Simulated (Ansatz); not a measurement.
System: sum formula SnOF2, net charge 0, singlet state. SMILES: [O]=[Sn]([F])[F]
Coordinates optimised at B3LYP-D3(BJ)/def2-TZVP (Ansatz, an electronic-structure program):
```
Sn
O 1 1.8251
F 1 1.9083 2 131.13
F 1 1.9083 2 131.13 3 -180.00
```

Wanted: vertical ionisation energy (to the doublet state of charge +1; each state is the SCF solution reached for its spin), in eV. Cores are frozen in the correlated levels unless marked. Open shells are spin-unrestricted. Spin-orbit coupling is left out. The frozen core is the preceding noble-gas configuration, with the filled d and f shells of earlier blocks. In def2 rows, elements after Kr have scalar-relativistic effective core potentials. Basis-set limits of correlation are two-point, X^-3; Hartree-Fock from the larger set. The bracket is a focal-point correction in the basis named.

```
level                 program  vertical ionisation energy (eV)
--------------------  -------  -------------------------------
HF/def2-TZVPPD         Ansatz                             9.18
B3LYP/def2-TZVPD       Ansatz                            11.22
PBE0/def2-TZVPD        Ansatz                            11.03
BHLYP/def2-TZVPD       Ansatz                            10.77
CAM-B3LYP/def2-TZVPD   Ansatz                            11.20
wB97M-V/def2-TZVPD     Ansatz                            11.09
wB97X-V/def2-TZVPD     Ansatz                            11.06
```

**Question.** What does RI-MP2/CBS(def2-TZVPPD,def2-QZVPPD)+[CCSD(T)-MP2]/def2-TZVPPD (Ansatz) give?

**Answer.** 11.25 eV, so wB97X-V/def2-TZVPD differs from it by -0.19 eV.
